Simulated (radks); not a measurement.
Results of a calculation; reference values are marked as such.
The mean radii <r> (bohr) of the occupied orbitals of an atom or ion are listed with their occupations. Code: a radial shooting solver on a logarithmic mesh with Libxc functionals. Model: non-relativistic Kohn-Sham, LDA (Slater exchange, Perdew-Wang correlation), spin-polarised, spherical densities, point nucleus.

| orbital | occ. | <r> |
|---|---|---|
| 1s up | 1 | 0.03716 |
| 1s down | 1 | 0.03711 |
| 2s up | 1 | 0.1554 |
| 2s down | 1 | 0.1561 |
| 2p up | 3 | 0.1319 |

Name the element and its charge. Open shells, if any, are filled with parallel spins first.

Answer. Z = 41, niobium, charge +34: Nb34+ in [He] 2s2 2p3. The 1s radius gives Z: for a bare nucleus <r> = 1.5/Z, 0.03659 bohr for Z = 41, and screening makes it slightly larger (0.03716 here). The occupations add up to 7, and the charge is Z minus that.
